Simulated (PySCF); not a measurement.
`C[S][AlH][AsH2]`. Method: PySCF 2.14.0, PBE0-D3(BJ)/def2-SVP geometry optimisation, gas phase.

```
atom  x, y, z in Å
C1     2.2672   -0.1804    0.1777
S2     0.7311   -1.1279   -0.1154
Al3   -0.8301    0.3557    0.2154
As4   -3.1361   -0.3982    0.1732
H5     2.9393   -0.3369   -0.6765
H6     2.7524   -0.5543    1.0895
H7     2.0742    0.8956    0.2888
H8    -0.3789    1.8406    0.5629
H9    -3.5162    0.7858   -0.7143
H10   -2.8548   -1.3030   -1.0216
```

Q: What is the longest distance between nuclei?

A: H6···H9, 6.66 Å; the next longest distance is 6.55 Å.

Q: Where is the centre of mass (commonest isotopes), and what is the radius of gyration?

A: Mass 151.922 u; centre at (-1.354, -0.376, 0.110) Å; Rg = √(Σ m r²/M) = 2.060 Å. As Ia + Ib + Ic = 2 Σ m r², the three principal moments sum to 1290.0 u·Å².

Q: Give the dihedral angles C1–S2–Al3–H8, H8–Al3–As4–H9, H6–C1–S2–Al3, S2–Al3–As4–H9, H8–Al3–As4–H10.

A: C1–S2–Al3–H8 2° (synperiplanar); H8–Al3–As4–H9 50° (synclinal); H6–C1–S2–Al3 112° (anticlinal); S2–Al3–As4–H9 -134° (anticlinal); H8–Al3–As4–H10 143° (anticlinal). Dihedral signs follow IUPAC: positive where, seen along the central bond, the front bond turns clockwise onto the rear one.

Q: What are the angles S2–C1–H7, H5–C1–H6, C1–S2–Al3, S2–Al3–H8, Al3–As4–H9, Al3–As4–H10?

A: From the scalar product of the two bond vectors; for S2–C1–H7 it is -0.7556 Å² over 1.8285 × 1.0988 Å², cos θ = -0.3761. S2–C1–H7 112.1°; H5–C1–H6 109.1°; C1–S2–Al3 103.0°; S2–Al3–H8 117.8°; Al3–As4–H9 90.3°; Al3–As4–H10 91.3°.

Q: How far are the heavy atoms from their best plane (unweighted least squares)?

A: 0.049 Å rms; C1 0.05, S2 0.04, Al3 0.06, As4 0.04 Å (magnitudes).

Q: How far apart are these pairs, which share no bond: C1···Al3, Al3···H7, As4···H8, H6···H10, H8···H9?

A: C1···Al3 3.144 Å (2 bonds apart); Al3···H7 2.955 Å (3 bonds apart); As4···H8 3.573 Å (2 bonds apart); H6···H10 6.038 Å (5 bonds apart); H8···H9 3.548 Å (3 bonds apart).

Q: What is the repulsion energy of the bare nuclei, Σ ZA·ZB/RAB?

A: 357.23 Eh over 45 pairs, with full nuclear charges and distances in bohr; the largest single term is 93.56 Eh (Al3 with As4).

Q: Write the matrix of distances between heavy atoms (Å, lower triangle).

A: 
```
C1    0.000
S2    1.828  0.000
Al3   3.144  2.179  0.000
As4   5.408  3.946  2.426  0.000
```

No PBE0-D3(BJ)/def2-SVP frequencies stand behind this structure, so it isn't proved a minimum. The numbers are those of one conformer.

Hardware: an Arm Neoverse V2 with one thread, shared host with 96 logical CPUs at a one-minute load of 36. Cost: 68 s, 0.45 GiB resident at most. That covers the optimisation of the geometry.
